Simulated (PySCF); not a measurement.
B3LYP has the VWN-RPA correlation part, as in Gaussian. Delta-SCF ions had no search for a lower state. Excitations are Tamm–Dancoff values on a coarser integration grid. The basis has no diffuse functions, so Rydberg states are missing or too high.

boron phosphide flake of 4 rings (pyrene shape) `B1PB2PBP3BPBP4BPB(P1)P2B34` (charge 0, multiplicity 1)

Calculation: B3LYP-D3(BJ)/def2-SVP run with PySCF 2.14.0.

| Item | Result |
|---|---|
| HOMO | -6.01 eV |
| dipole moment | 1.24 D |
| LUMO | -2.65 eV |
| HOMO–LUMO gap | 3.36 eV |
| S1 excitation (TDA) | 2.99 eV |
| S1 oscillator strength | 0.018 |
| brightest of the four lowest singlets (TDA) | 3.00 eV |
| T1 excitation (TDA) | 2.44 eV |
| S1–T1 gap (TDA) | 0.55 eV |
| vertical ionisation energy (Delta-SCF) | 7.31 eV |
| vertical electron affinity (Delta-SCF) | 1.41 eV |
| total energy | -79866.91 eV |
| cost | around 60 core-minutes (rough) |

```xyz
26

B     -0.0135    -4.5328    -0.2687
P     -1.5949    -3.7456     0.3064
B     -1.6102    -1.8694     0.2979
P     -3.1841    -0.8911     0.4471
B     -3.2099     0.9151     0.1186
P     -1.6078     1.8535     0.1800
B     -1.6094     3.6914    -0.0740
P      0.0100     4.5490    -0.1238
B      1.6260     3.6838    -0.1000
P      1.6199     1.8456     0.1517
B      3.2158     0.8992     0.0602
P      3.1872    -0.9066     0.3908
B      1.6060    -1.8773     0.2700
P      1.5817    -3.7535     0.2785
P      0.0012    -0.9356     0.4003
B      0.0047     0.9236     0.2710
H     -0.0204    -5.6343    -0.7480
H     -2.7016    -4.2333    -0.4261
H     -4.3346    -1.5939     0.0323
H     -4.2439     1.5005    -0.0473
H     -2.6457     4.2865    -0.1763
H      0.0113     5.9334    -0.3788
H      2.6631     4.2737    -0.2226
H      4.2498     1.4796    -0.1223
H      4.3267    -1.6152    -0.0438
H      2.6730    -4.2464    -0.4734
```
